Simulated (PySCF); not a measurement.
Two species compared at the same levels of theory.

First species: Ta(NEt)(OH)3, C2H8NO3Ta (singlet state).
SMILES: `CC[N]=[Ta]([OH])([OH])[OH]`

Second species: C₆H₉N₃.
Structure used (PBE0-D3(BJ)/def2-SVP), in Å, numbered top down from 1:
```xyz
18
C6H9N3 angstrom
C      0.0110    1.9401   -2.3251
C     -0.6756    1.0482   -1.6018
C     -0.1524    0.3178   -0.4565
N      1.0935    0.4546    0.0081
N      1.1479   -0.3605    1.0329
C      2.3521   -0.5518    1.7968
N      0.0478   -1.0365    1.2917
C     -0.8145   -0.6312    0.3629
C     -2.2102   -1.1405    0.2934
H      1.0495    2.1779   -2.0807
H     -0.4468    2.4512   -3.1747
H     -1.7151    0.8242   -1.8626
H      2.1073   -0.5539    2.8666
H      3.0313    0.2750    1.5633
H      2.8298   -1.5081    1.5352
H     -2.4332   -1.5731   -0.6940
H     -2.9420   -0.3378    0.4751
H     -2.3584   -1.9185    1.0535
```

Levels: PBE0/def2-SVPD for HOMO energy, LUMO energy, HOMO–LUMO gap and static isotropic polarisability; TDDFT PBE0/def2-SVPD for lowest singlet excitation; TDA PBE0/def2-SVPD for lowest triplet excitation (Tamm–Dancoff); ΔSCF PBE0/def2-SVPD for vertical ionisation energy. Geometries: PBE0-D3(BJ)/def2-SVP. Each structure is a single optimised conformer of the isolated species (atoms past krypton carry core potentials, spin–orbit coupling is left out); the electronic structure was computed with PySCF and density fitting.

Dipoles, sizes and rotational constants follow the conformer. The torsions of the flexible species, by atom-mapped SMILES:
- `[CH2:1]=[CH:2][c:3]1[n:4][n:5]([CH3:6])[n:7][c:8]1[CH3:9]`: C1–C2–C3–N4 0°

Values for the first species:

```
HOMO energy                              : -6.89 eV
LUMO energy                              : -0.31 eV
HOMO–LUMO gap                            : 6.58 eV
Lowest singlet excitation                : 5.31 eV
Lowest triplet excitation (Tamm–Dancoff) : 4.67 eV
Static isotropic polarisability          : 88.6 au
Vertical ionisation energy               : 8.65 eV
```

(1) Estimate the same properties for the second species, and the change in each.

Results:

(1) 
```tsv
property	first	second	second less first
HOMO energy	-6.89 eV	-6.56 eV	+0.33 eV
LUMO energy	-0.31 eV	-0.86 eV	-0.55 eV
HOMO–LUMO gap	6.58 eV	5.70 eV	-0.88 eV
lowest singlet excitation	5.31 eV	5.11 eV	-0.20 eV
lowest triplet excitation (Tamm–Dancoff)	4.67 eV	3.29 eV	-1.38 eV
static isotropic polarisability	88.6 au	97.0 au	+8.4 au
vertical ionisation energy	8.65 eV	8.28 eV	-0.37 eV
```

On the first: In wavenumbers S1 is 42800 cm⁻¹ (1 eV = 8065.54 cm⁻¹). The principal polarisabilities are 76.4, 80.5 and 109.1 au; their mean is the isotropic value. Atoms past krypton carry effective core potentials; spin–orbit coupling is left out.

On the second: No computed singlet falls in the visible range (750 to 380 nm, 1.65 to 3.26 eV); S1 lies 1.85 eV above its blue end. The ΔSCF ionisation energy exceeds −ε(HOMO) by 1.72 eV with PBE0.
